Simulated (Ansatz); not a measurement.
CH2ClTe (SMILES Cl[CH-][TeH]) (charge -1), closed shell: a relaxation.

in.yaml

```yaml
crystal:
  periodic: [false, false, false]
  atoms:
    - {symbol: Cl, position_ang: [-0.418583, -2.022078, -0.108229]}
    - {symbol: C, position_ang: [0.020802, -0.367371, 0.807328]}
    - {symbol: Te, position_ang: [0.571701, 1.005369, -0.950927]}
    - {symbol: H, position_ang: [0.920924, -0.845108, 1.096223]}
    - {symbol: H, position_ang: [-1.058516, 1.682725, -1.006096]}
basis:
  gaussian: {orbitals: def2-SVP}
total_charge: -1
hamiltonian: {xc: {name: CAM-B3LYP}, dispersion: d4}
relax: {f_tol: 0.01, max_steps: 5, max_displacement: 0.05}
```

Run by:

```bash
ansatz run in.yaml --threads 1 --pin off --events-out ev --progress --plain --max-ram 4352MiB
```

The run's output (Ansatz 0.2.0):

```
Functional definition: CAM-B3LYP
  name "CAM-B3LYP"
  cite "Yanai, Tew & Handy, Chem. Phys. Lett. 393, 51 (2004) doi:10.1016/j.cplett.2004.06.011"
  cite "Iikura, Tsuneda, Yanai & Hirao, J. Chem. Phys. 115, 3540 (2001) doi:10.1063/1.1383587"
  cite "Becke, Phys. Rev. A 38, 3098 (1988) doi:10.1103/PhysRevA.38.3098"
  cite "Lee, Yang & Parr, Phys. Rev. B 37, 785 (1988) doi:10.1103/PhysRevB.37.785"
  cite "Vosko, Wilk & Nusair, Can. J. Phys. 58, 1200 (1980) doi:10.1139/p80-159"
  parameter alpha = 0.19
  parameter beta = 0.46
  parameter omega = 0.33/bohr
  parameter ac = 0.81
  # Exact exchange under (alpha + beta erf(omega r))/r, Becke's under what is left of 1/r.
  exchange = (1 - alpha - beta)*b88_x + beta*b88_x_sr(omega) + alpha*exact_x + beta*exact_x_lr(omega)
  correlation = (1 - ac)*vwn5_c + ac*lyp_c
823 factors; integrals over basis functions are off by at most 3.4e-4 eV
238 factors; integrals over basis functions are off by at most 1.3e-6 eV
mean field evaluation 1: about -20877.7918 eV, gradient 1.6e1 eV
mean field evaluation 2: about -20878.1341 eV, gradient 1.1e1 eV
mean field evaluation 4: about -20878.4406 eV, gradient 6.6e-1 eV
mean field evaluation 8: about -20878.4634 eV, gradient 2.3e-2 eV
mean field evaluation 16: about -20878.4634 eV, gradient 4.8e-5 eV
mean field -20878.46342074 eV, -767.2693787813 hartree, gradient 4.8e-5 eV, S^2 0.000000; 0 other end points of the search recorded, 0 dependent functions left out
the calculation of the forces begins
reference -20878.46352502 eV, -767.2693826137 hartree; 25, 25 occupied and 43, 43 virtual orbitals, 823 factors
relax step   1: F+E_penalty+E_count = -20878.58867892 eV  Δ(F+E_penalty+E_count) = +0.000e0 eV  max|allowed force component| = 2.179e0 eV/Å  Δτ_max = 0.0000 Å  (28 SCF iters, accepted)
these checks for a lower state are left out or cut short: starts, cluster_reference, orbital_swaps, neighbouring_geometries, increment
823 factors; integrals over basis functions are off by at most 3.9e-4 eV
238 factors; integrals over basis functions are off by at most 1.2e-6 eV
mean field -20878.66436878 eV, -767.2767634856 hartree, gradient 1.4e-5 eV, S^2 0.000000; 0 other end points of the search recorded, 0 dependent functions left out
the calculation of the forces begins
reference -20878.66447309 eV, -767.2767673190 hartree; 25, 25 occupied and 43, 43 virtual orbitals, 823 factors
relax step   2: F+E_penalty+E_count = -20878.78965507 eV  Δ(F+E_penalty+E_count) = -2.010e-1 eV  max|allowed force component| = 9.528e-1 eV/Å  Δτ_max = 0.0486 Å  (34 SCF iters, accepted)
these checks for a lower state are left out or cut short: starts, cluster_reference, orbital_swaps, neighbouring_geometries, increment
823 factors; integrals over basis functions are off by at most 4.2e-4 eV
238 factors; integrals over basis functions are off by at most 1.1e-6 eV
mean field -20878.75143066 eV, -767.2799629508 hartree, gradient 1.3e-5 eV, S^2 0.000000; 0 other end points of the search recorded, 0 dependent functions left out
the calculation of the forces begins
reference -20878.75153520 eV, -767.2799667925 hartree; 25, 25 occupied and 43, 43 virtual orbitals, 823 factors
relax step   3: F+E_penalty+E_count = -20878.87682391 eV  Δ(F+E_penalty+E_count) = -8.717e-2 eV  max|allowed force component| = 5.392e-1 eV/Å  Δτ_max = 0.0487 Å  (34 SCF iters, accepted)
these checks for a lower state are left out or cut short: starts, cluster_reference, orbital_swaps, neighbouring_geometries, increment
823 factors; integrals over basis functions are off by at most 4.3e-4 eV
238 factors; integrals over basis functions are off by at most 1.1e-6 eV
mean field evaluation 32: about -20878.7764 eV, gradient 1.9e-2 eV
mean field -20878.79818998 eV, -767.2816813242 hartree, gradient 1.3e-5 eV, S^2 0.000000; 0 other end points of the search recorded, 0 dependent functions left out
the calculation of the forces begins
reference -20878.79829483 eV, -767.2816851773 hartree; 25, 25 occupied and 43, 43 virtual orbitals, 823 factors
relax step   4: F+E_penalty+E_count = -20878.92365660 eV  Δ(F+E_penalty+E_count) = -4.683e-2 eV  max|allowed force component| = 3.039e-1 eV/Å  Δτ_max = 0.0499 Å  (34 SCF iters, accepted)
these checks for a lower state are left out or cut short: starts, cluster_reference, orbital_swaps, neighbouring_geometries, increment
823 factors; integrals over basis functions are off by at most 4.3e-4 eV
238 factors; integrals over basis functions are off by at most 1.1e-6 eV
mean field -20878.81580641 eV, -767.2823287160 hartree, gradient 1.2e-5 eV, S^2 0.000000; 0 other end points of the search recorded, 0 dependent functions left out
the calculation of the forces begins
reference -20878.81591157 eV, -767.2823325804 hartree; 25, 25 occupied and 43, 43 virtual orbitals, 823 factors
relax step   5: F+E_penalty+E_count = -20878.94083627 eV  Δ(F+E_penalty+E_count) = -1.718e-2 eV  max|allowed force component| = 9.529e-2 eV/Å  Δτ_max = 0.0484 Å  (34 SCF iters, accepted)
Error: geometry relaxation did not converge after 5 steps: max|allowed force component| = 9.53e-2 eV/Å (threshold 1.0e-2). Raise `relax.max_steps` over both its present limit and 5, loosen `relax.f_tol`, or start from a geometry closer to equilibrium. Where this run's directory can be resumed (`checkpoint.write`), a resume goes on for up to `relax.max_steps` more
```

The lines “mean field evaluation” count trial sets of orbitals through the whole run, from several starts and some on an approximate energy, so they need not fall steadily or lie above the final value.

The run took about 11 s on 1 CPU thread of an Intel Xeon (shared host).


The run did not converge within its limit.